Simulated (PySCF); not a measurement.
**Electronic absorption of C7H8NP**

Compound: C7H8NP.
Z-matrix (Å and degrees, GFN2-xTB geometry), rows numbered from 1:
```
N 
P   1  1.5511
C   2  1.8338  1  125.41
C   3  1.3232  2  113.80  1  -169.11
C   4  1.5117  3  117.94  2    -1.12
C   5  1.5117  4  107.79  3   -57.71
C   6  1.3232  5  117.93  4    57.70
C   5  1.5155  4  107.58  3    58.05
C   8  1.3230  5  118.30  4   -57.95
H   1  1.0096  2  116.54  3   -64.95
H   3  1.0791  2  120.91  1     9.37
H   4  1.0792  3  124.35  2   178.72
H   5  1.0906  4  111.28  3  -179.98
H   6  1.0792  5  117.72  4  -122.44
H   7  1.0791  2  120.91  1    -9.37
H   8  1.0789  5  117.41  4   122.04
H   9  1.0771  2  119.14  1     0.00
```

Method used: TDDFT B3LYP/def2-SVPD, vertical, gas phase, core orbitals frozen in the response in PySCF 2.14.0, density-fitted response routines.

Q: Predict the UV-vis stick spectrum at this level.

A: 

| state | E (eV) | λ (nm) | f | symmetry | main configurations (H = HOMO, L = LUMO) |
| --- | --- | --- | --- | --- | --- |
| S1 | 3.90 | 318.0 | 0.0008 | – | H→L (99%) |
| S2 | 4.10 | 302.5 | 0.011 | A′ | H→L+1 (99%) |
| S3 | 4.67 | 265.5 | 0.0001 | – | H-1→L (97%) |
| S4 | 4.78 | 259.5 | 0.0001 | – | H-1→L+1 (96%) |
| S5 | 4.88 | 254.0 | 0.0025 | A′ | H-2→L (97%) |
| S6 | 4.92 | 252.2 | 0.0022 | A″ | H-2→L+1 (98%) |
| S7 | 5.61 | 221.1 | 0.012 | A″ | H→L+2 (86%), H→L+3 (10%) |
| S8 | 5.76 | 215.3 | 0.0004 | – | H-3→L (84%), H-4→L+1 (15%) |

Triplets, Tamm–Dancoff:

```csv
state,E (eV),λ (nm),"main configurations (H = HOMO, L = LUMO)"
T1,3.55,349.3,H-1→L (86%)
T2,3.60,344.4,H-1→L+1 (82%)
T3,3.77,328.8,H→L (98%)
```

The lowest singlet comes at 318 nm (376 kJ/mol) in the ultraviolet; it is very weak; its leading configuration is HOMO→LUMO (99%). The largest oscillator strength of a single state is 0.012. Löwdin shares by element: HOMO nitrogen 61%, phosphorus 17%, hydrogen 7% or more, carbon 5% or more; LUMO carbon 66% or more (atoms not listed hold the other 34%). Weighted by f, the mean energy of these states is 4.86 eV. The oscillator strengths of these states sum to 0.029; summed over the whole spectrum of an exact calculation they would give the number of electrons, 72 (Thomas–Reiche–Kuhn). Orbital energies (eV): HOMO-3 -8.24, HOMO-2 -7.08, HOMO-1 -6.82, HOMO -6.18, LUMO -1.33, LUMO+1 -1.23, LUMO+2 0.17. Symmetry labels in Cs follow from the direction of the transition dipole and are given only for states with f of 0.002 or more. Only the lowest 8 singlets were computed, as vertical energies without vibronic structure.
